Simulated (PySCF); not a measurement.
Be(H)(NH2) (BeH₃N), SMILES [BeH][NH2].

Geometry: TPSSh-D3(BJ)/def2-TZVPD.

Method: r2SCAN/def2-TZVPD in PySCF.

The molecule is in vacuum.

- total energy: -71.30399 hartree
- point group: C2v
- highest occupied level: -6.35 eV
- lowest empty level: -0.32 eV
- orbital gap: 6.03 eV
- dipole moment: 1.55 D
- quadrupole, principal values (traceless, Buckingham form, about the centre of nuclear charge): -3.50, -1.33, 4.82 D·Å
- mean static polarisability: 28.8 bohr³ (4.27 Å³)
- polarisability, principal values: 25.7, 27.6, 33.1 bohr³
